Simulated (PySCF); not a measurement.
Molfile (atoms numbered from 1):
```
C3H2F6O2
     RDKit          3D

 13 12  0  0  0  0  0  0  0  0999 V2000
    0.2348    0.2862   -1.5381 O   0  0  0  0  0  0  0  0  0  0  0  0
    0.0337    0.2726   -0.1724 C   0  0  0  0  0  0  0  0  0  0  0  0
   -0.0141    1.5286    0.3975 O   0  0  0  0  0  0  0  0  0  0  0  0
   -1.3198   -0.4575    0.0324 C   0  0  0  0  0  0  0  0  0  0  0  0
   -1.5348   -0.7112    1.3186 F   0  0  0  0  0  0  0  0  0  0  0  0
   -1.3994   -1.5916   -0.6422 F   0  0  0  0  0  0  0  0  0  0  0  0
   -2.2986    0.3525   -0.3953 F   0  0  0  0  0  0  0  0  0  0  0  0
    1.2117   -0.4511    0.5315 C   0  0  0  0  0  0  0  0  0  0  0  0
    1.2378   -1.7398    0.2116 F   0  0  0  0  0  0  0  0  0  0  0  0
    2.3560    0.1009    0.1035 F   0  0  0  0  0  0  0  0  0  0  0  0
    1.1696   -0.3419    1.8483 F   0  0  0  0  0  0  0  0  0  0  0  0
    1.0792    0.7185   -1.7121 H   0  0  0  0  0  0  0  0  0  0  0  0
   -0.7510    2.0095    0.0028 H   0  0  0  0  0  0  0  0  0  0  0  0
  1  2  1  0
  2  3  1  0
  2  4  1  0
  4  5  1  0
  4  6  1  0
  4  7  1  0
  2  8  1  0
  8  9  1  0
  8 10  1  0
  8 11  1  0
  1 12  1  0
  3 13  1  0
M  END
```

How the numbers were obtained: geometry: PBE0-D3(BJ)/def2-TZVP, GIAO B97-2/pcSseg-2 shieldings, in PySCF (one computed conformer, no relativistic terms, in vacuum, one averaged value for each set of equivalent atoms).

Shifts are taken against calculated references (same method and geometry level): ¹³C (σref 185.38) and ¹H (σref 31.64) vs TMS; ¹⁷O (σref 327.66) vs H2O; ¹⁹F (σref 175.98) against CFCl3.

```json
{"atoms": "C2", "nucleus": "¹³C", "count": "1", "δ (ppm)": "?"}
{"atoms": "C4/C8", "nucleus": "¹³C", "count": "2", "δ (ppm)": "131.9"}
{"atoms": "H12/H13", "nucleus": "¹H", "count": "2", "δ (ppm)": "2.72"}
{"atoms": "F5/F6/F7/F9/F10/F11", "nucleus": "¹⁹F", "count": "6", "δ (ppm)": "-93.8"}
{"atoms": "O1/O3", "nucleus": "¹⁷O", "count": "2", "δ (ppm)": "?"}
```

Fill in the missing shifts.

Results:


- C2: 98.4 ppm, sp3 carbon bearing two oxygens; 2 electronegative neighbours deshield it
- O1/O3: 83.8 ppm, alcohol oxygen

The OH or NH signal is concentration- and solvent-dependent in practice; the value given is the gas-phase one. Shifts are as computed. Against solution values, carbons near 30 ppm lie about +3 ppm off and those near 130 ppm about +7 ppm. Of 1211 compounds with measured shifts, 218 miss one by over three times the rms of a fit or turn the order of signals round; such compounds aren't used in these exercises. Unscaled 19F shifts against computed CFCl3 carry errors that often reach 10 to 50 ppm. Experimental scales use liquid or dissolved standards, which lie at an offset from isolated H2O (liquid H2O: subtract about 36 ppm).
